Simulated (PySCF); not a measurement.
## Computed vibrations of [Ce(H2O)2]3+

[Ce(H2O)2]3+ (singlet in the valence; each metal's 4f electrons, 1 of them, lie in its core potential, out of spins and levels). PySCF 2.14.0, RKS PBE0, Ce lcecp-1-SVP with ECP47, O def2-SVP, H def2-SVP; non-relativistic Hamiltonian with scalar-relativistic core potentials where named; density fitting; no spin-orbit coupling. Central differences of gradients.

```xyz
7

Ce    0.0049   -0.2675    0.0000
O    -0.0909    1.0010    1.9667
H     0.1008    1.9630    2.1076
H    -0.3218    0.6912    2.8797
O     0.0541    1.0041   -1.9669
H     0.3151    0.7053   -2.8755
H    -0.1933    1.9524   -2.1146
```

Run from Python with OMP_NUM_THREADS=2. Where DIIS fails, smearing, a level shift and second-order steps follow.
It took 100 s on 2 threads of Arm Neoverse V1, on a shared host.

**Question.** What are the harmonic wavenumbers and infrared intensities?

**Answer.** Negative numbers are unstable modes, those under 60 cm⁻¹ near the noise; a finer grid moves soft modes by up to 10 cm⁻¹.
```csv
cm⁻¹,km/mol,symmetry
43,2.3,
77,0.4,
92,1.4,
406,7.7,
413,39.1,
633,56.6,
653,100.0,
694,63.6,
707,762.8,
1670,207.1,
1673,74.8,
3527,1076.9,
3541,175.7,
3560,282.6,
3564,707.7,
```

**Question.** Is this a minimum?

**Answer.** Yes, within the noise of the softest modes. Ideal gas at 298.15 K and 1 bar: S = 353.6 J/(mol K), Cp = 85.2 J/(mol K), H − H(0 K) = 19.1 kJ/mol (rigid rotor, harmonic modes, spin degeneracy alone, that of the 4f electrons in the core included; the modes under 60 cm⁻¹ make these uncertain).

An lcecp potential fixes the number of 4f electrons, so in runs with it no electron can move into or out of that shell.
